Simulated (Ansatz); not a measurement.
A nudged elastic band was laid between two geometries of CH₅AlBF (9 atoms, charge 0, multiplicity 1).

All numbers below come from Ansatz, RKS B3LYP-D4/6-31G*.

| Item | Value |
| --- | --- |
| movable images | 5 |
| climbing image | yes |
| spring | 5.0 eV/Å² |
| optimiser | quadratic models (default) |
| start path | through a guess of the saddle point |
| force threshold | 0.03 eV/Å |
| iteration limit | 60 |
| end points | relaxed |

First end point:

```xyz
9
Properties=species:S:1:pos:R:3
C -0.317 0.754 -1.403
Al -0.342 -0.636 -0.004
B 0.691 -0.437 1.884
F 1.952 -0.865 2.005
H 0.413 1.552 -1.228
H -0.112 0.317 -2.389
H -1.307 1.228 -1.481
H -1.212 -1.951 -0.282
H 0.233 0.039 2.897
```

Last end point:

```xyz
9
Properties=species:S:1:pos:R:3
C -0.313 0.747 -1.405
Al -0.306 -0.665 -0.028
B 0.744 -0.464 1.851
F 0.134 0.100 2.899
H 0.510 1.463 -1.306
H -0.280 0.328 -2.419
H -1.247 1.325 -1.341
H -1.119 -2.012 -0.327
H 1.877 -0.823 2.076
```

**Question.** Which bonds break or form, and what moves?

**Answer.** No bond is made or broken. The dihedral C1–Al2–B3–F4 goes from -90 to 88°.

**Question.** What energy profile does the band end with?

**Answer.** The run converged. The highest image is number 3 of 0 to 6, 0.058 eV above the ends, which have the same energy within 2 meV. A vibrational analysis at the climbing image gives one clearly imaginary mode, 58i cm⁻¹, and a faint second one (22i cm⁻¹) that may be numerical noise or a soft torsion: probably a first-order saddle point.

```csv
image,path coordinate (Å),energy (eV),dihedral C1–Al2–B3–F4 (°)
0,0.00,0.000,-90
1,0.73,0.014,-120
2,1.46,0.042,-150
3,2.19,0.058,179
4,3.05,0.039,143
5,3.91,0.008,107
6,4.77,0.001,88
```

**Question.** What is the geometry of the highest image?

**Answer.** 
```xyz
9
Properties=species:S:1:pos:R:3
C -0.231 0.725 -1.437
Al -0.380 -0.641 -0.027
B 0.657 -0.404 1.878
F 0.522 -1.343 2.815
H 0.775 1.159 -1.494
H -0.497 0.348 -2.431
H -0.912 1.563 -1.223
H -1.303 -1.924 -0.277
H 1.370 0.516 2.197
```

Time of the run: 5.9 min on 1 CPU thread of a shared host.
